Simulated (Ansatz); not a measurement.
Calculated with Ansatz (gas phase, PBE0-D4/def2-TZVP geometries, no zero-point term in ΔE). CCSD(T)/CBS adds triple-zeta CCSD(T) − MP2 to the extrapolated MP2 energy (def2 sets, frozen cores). Functionals use def2-TZVPP. Each species was taken in one conformer, which may not be the lowest.

`FC/C=N\[SiH3]` + `C=C(O)Cl` → `C=C(Cl)O[SiH3]` + `N=CCF`  (ligand exchange at the Si–N bond)

| level | ΔE (kJ/mol) | difference from CCSD(T)/CBS |
| --- | --- | --- |
| r2SCAN-D4 | -58.9 | 4.9 |
| PBE | -54.7 | 9.1 |
| PBE0 | -56.5 | 7.3 |
| HF/def2-TZVPP | -65.8 | -2.0 |
| SCS-MP2/def2-TZVPP | -64.8 | -1.0 |
| CCSD/def2-TZVPP | -64.6 | -0.8 |
| CCSD(T)/def2-TZVPP | -64.2 | -0.4 |
| HF/def2-QZVPP | -66.4 | -2.6 |
| HF/CBS(def2) | -66.5 | -2.7 |
| MP2/CBS(def2) | -62.5 | 1.3 |
| CCSD(T)/CBS | -63.8 | 0 |

Largest T1 diagnostic among the species: 0.013.
